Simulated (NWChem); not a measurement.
System: BeSiH₃F; SMILES [F][Be][SiH3]

```xyz
6

Be     0.0009     0.8210     0.0000
F      0.0011     2.2137     0.0000
Si     0.0003    -1.3458     0.0000
H      0.7029    -1.8942    -1.2044
H     -1.3944    -1.8932    -0.0065
H      0.6916    -1.8942     1.2109
```
Atoms are numbered in this order, from 1.

Geometry: optimised at PBE0/def2-SVP.

List the 4 lowest vertical singlet excitations from PBE/def2-SVPD, TDA (NWChem).


```
state  energy (eV)  oscillator strength  leading excitation (squared amplitude)
-----  -----------  -------------------  --------------------------------------
S1            6.28                0.102                      HOMO → LUMO (0.89)
S2            6.28                0.102                    HOMO → LUMO+1 (0.89)
S3            6.77                0.000                    HOMO−1 → LUMO (0.50)
S4            6.78                0.165                    HOMO → LUMO+2 (0.91)
```
